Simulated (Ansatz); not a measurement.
C8H4S3, SMILES c1cc2sc3ccsc3c2s1. Heavy atoms are numbered as in [cH:1]1[cH:2][c:3]2[s:4][c:5]3[cH:6][cH:7][s:8][c:9]3[c:10]2[s:11]1.

Computed with PBE0-D3(BJ)/def2-SVP in Ansatz (a first-principles code).

Bond lengths of the relaxed neutral molecule (Å): C1–C2 1.369, C1–S11 1.731, C2–C3 1.421, C3–S4 1.742, C3–C10 1.396, S4–C5 1.742, C5–C6 1.421, C5–C9 1.396, C6–C7 1.369, C7–S8 1.731, S8–C9 1.724, C9–C10 1.420, C10–S11 1.724.

### Question
How do the bond lengths change in the relaxed cation? (The exact figures need the calculation; the answer reports its results.)

### Answer

```csv
bond,neutral (Å),cation (Å)
C1–C2,1.369,1.393
C1–S11,1.731,1.719
C2–C3,1.421,1.393
C3–S4,1.742,1.742
C3–C10,1.396,1.433
S4–C5,1.742,1.742
C5–C6,1.421,1.393
C5–C9,1.396,1.433
C6–C7,1.369,1.393
C7–S8,1.731,1.719
S8–C9,1.724,1.734
C9–C10,1.420,1.382
C10–S11,1.724,1.734
```
